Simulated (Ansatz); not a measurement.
Frontier orbitals of `CC(C)(C)[O][Hf]([F])([F])[F]`.

The species carries charge 0 and has multiplicity 1. Correlated methods include outer-core shells of Hf, which these sets cover unevenly. Hf: def2 effective core potential. All single points use the PBE0-D4/def2-TZVP geometry. It is one conformer, not always the lowest. Basis def2-TZVPP, Ansatz 0.2.0.

Orbital energies of one run (eV). Highest occupied ones, from the top: -7.23, -7.23, -8.81, -8.81, -9.13, -9.30, -9.36, -9.36, -9.40, -9.83, -9.87, -9.87, -10.11, -10.11. Empty: -0.98, -0.49, -0.49, -0.15, 0.33, 0.33.

Q: Which functional gave them?
A. revPBE
B. ωB97M-V
C. LC-ωPBE
D. PBE0

A: A. HOMO energies: revPBE -7.23, PBE0 -8.82, ωB97M-V -11.18, LC-ωPBE -11.57 eV.

LC-ωPBE has ω = 0.4 bohr⁻¹.
